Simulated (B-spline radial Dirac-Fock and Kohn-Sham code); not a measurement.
## Energy-loss ionisation edge M1 of Pm

System: the Pm atom, 1s2 2s2 2p6 3s2 3p6 3d10 4s2 4p6 4d10 4f5 5s2 5p6 6s2. Model: the first Born approximation with generalised oscillator strengths from a Dirac-Hartree-Slater potential (longitudinal and transverse terms; continuum final states only, so no white lines or fine structure). Program: a radial atomic solver. The edge is taken at 1650.0 eV (tabulated value).

Input of the calculation (task.json; shells as n, l, electrons):

```json
{"items": [{
  "Z": 61,
  "q": 0,
  "cfg": [[1, 0, 2], [2, 0, 2], [2, 1, 6], [3, 0, 2], [3, 1, 6], [3, 2, 10], [4, 0, 2], [4, 1, 6], [4, 2, 10], [4, 3, 5], [5, 0, 2], [5, 1, 6], [6, 0, 2]],
  "A": 145,
  "rrms": 4.962,
  "do": "eels",
  "beams": [[60, 5], [60, 10], [60, 20], [80, 20], [80, 50], [100, 5], [100, 20], [100, 50], [120, 10], [120, 20], [200, 100], [300, 5], [300, 20], [300, 100]],
  "edges": {"M1": 1650.0}
}]}
```

Run with: `python xray2_run.py task.json out`

Partial cross sections σ(β, Δ) in barn, integrated over a window Δ above the edge and up to the collection semi-angle β, for parallel illumination:

```tsv
E₀ (kV)	β (mrad)	Δ = 25 eV	Δ = 50 eV	Δ = 100 eV	Δ = 200 eV	Δ = 300 eV
60	5	0.965	1.88	3.54	6.33	8.54
60	10	3.38	6.59	12.5	22.4	30.4
60	20	9.45	18.5	35.2	63.9	87.4
80	20	10.3	20.2	38.5	70.3	96.6
80	50	22.9	45.2	86.9	160	222
100	5	1.57	3.06	5.78	10.4	14.0
100	20	10.8	21.1	40.3	73.9	102
100	50	22.0	43.5	83.9	155	216
120	10	5.28	10.3	19.6	35.6	48.7
120	20	11.0	21.6	41.4	76.0	105
200	100	24.3	50.1	99.0	187	263
300	5	?	?	?	?	?
300	20	11.8	23.2	44.6	82.6	115
300	100	21.0	43.4	85.8	162	229
```

Q: Give the row for 300 kV and 5 mrad.

A: 3.94 b for 25 eV, 7.73 b for 50 eV, 14.7 b for 100 eV, 26.8 b for 200 eV, 36.8 b for 300 eV.
